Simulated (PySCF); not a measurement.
Spinor energies of F³⁺ (fluorine, charge +3)

Start: [He] 2s2 2p2; 2p3/2 filled at m_j = +1/2, +3/2. Calculated with PySCF 2.14 in x2c-SVPall-2c with one added diffuse shell of s type (4s2p1d, 15 functions): generalised Hartree-Fock with the X2C-1e Hamiltonian and a Gaussian nucleus; one run each with spin-orbit coupling (SO) switched off, then screened by Boettger's factors. This is a chosen level, not necessarily the ground level.

```csv
spinor shell,electrons,"ε, spin-free (eV)","ε, screened SO (eV)",weight of nominal j (screened SO),"rms radius, screened SO (bohr)"
1s1/2,2,-797.33,-797.34,1.000,0.203
2s1/2,2,-101.36,-101.36,1.000,0.968
2p3/2,2,-88.144,-88.131,0.828,0.911
```

```tsv
quantity	spin-free	screened SO
E (hartree)	-95.26506	-95.26404
M_J	2	2
⟨J²⟩	6.003	6.003
⟨L²⟩	2.001	2.002
⟨S²⟩	2.002	2.002
```

Each row is a mean over spinors that exchange with the open shell spreads, by up to 12.011 eV (2s1/2).

Rows whose weight is well below 1 are mixtures of j = l ± 1/2: exchange outweighs spin-orbit coupling there, and the label is only the starting occupation.

Without spin-orbit coupling the j labels of p, d and f shells carry no meaning; the spin-free column gives the mean over the occupied spinors of each nl shell.
